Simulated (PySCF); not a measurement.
Distorted geometries of [Eu(H2O)]3+

[Eu(H2O)]3+ (singlet in the valence; each metal's 4f electrons, 6 of them, lie in its core potential, out of spins and levels). PySCF 2.14.0, RKS B3LYP, Eu lcecp-1-SVP with ECP52, O def2-SVP, H def2-SVP; non-relativistic Hamiltonian with scalar-relativistic core potentials where named; density fitting; no spin-orbit coupling. Relaxed geometry:

```xyz
4

Eu    0.0000    0.0000   -0.0947
O     0.0000    0.0000    2.1307
H     0.7824    0.0000    2.7619
H    -0.7824    0.0000    2.7619
```

Order these distorted geometries by energy above the relaxed one, lowest first.
A.
```xyz
4

Eu   -0.1113   -0.0047   -0.1065
O     0.0274    0.0347    2.2191
H     0.8127   -0.0116    2.6093
H    -0.7288   -0.0184    2.8379
```
B.
```xyz
4

Eu   -0.1447    0.0235   -0.1435
O     0.0248    0.0327    2.1666
H     0.9121   -0.0066    2.7966
H    -0.7922   -0.0495    2.7402
```
C.
```xyz
4

Eu   -0.1390   -0.2397    0.0813
O     0.0758    0.1537    2.0696
H     0.8944    0.1049    2.6687
H    -0.8312   -0.0188    2.7402
```

B (0.22 eV), A (0.55 eV), C (0.68 eV).

Which forces (eV/Å) act in the one that lies 0.68 eV up?


```
Eu  -0.17 -0.34 -3.36
O   -2.33 -0.95  4.21
H   -0.39  0.40  0.32
H    2.89  0.89 -1.17
```
Forces carry noise of the integration grid, about 0.01 to 0.03 eV/Å.

An lcecp potential fixes the number of 4f electrons, so in runs with it no electron can move into or out of that shell.
